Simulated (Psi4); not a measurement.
Pair of molecules, SMILES C=C with SMILES C[SiH3] (the first has 6 atoms); geometry from B3LYP-D3(BJ)/def2-TZVP, rigid monomers moved along the line of their centres of mass till H3···Si8 is 5.96 Å.
(charge 0, multiplicity 1):
```xyz
14

C      0.49074    -0.01534     0.01816
C     -0.80891     0.21796     0.12473
H      1.21802     0.54424     0.59331
H      0.88059    -0.77580    -0.64766
H     -1.53757    -0.34112    -0.44987
H     -1.19579     0.97848     0.79195
C     -0.56584    -1.15706     6.43666
Si     0.72768     0.19589     6.52750
H     -1.51998    -0.81070     6.83823
H     -0.25445    -2.03060     7.01239
H     -0.72118    -1.46508     5.40209
H      0.29675     1.39340     5.76505
H      2.01955    -0.26830     5.96609
H      0.95682     0.60736     7.93493
```

These are SAPT0/jun-cc-pV(D+d)Z (Psi4 1.11) values and carry that method's errors.

Task: Which attractive term is largest, and how does the interaction split up?

Result: electrostatics -2.6, exchange 0.0, induction -0.1, dispersion -3.0, total -5.7 meV; the largest attraction is dispersion.
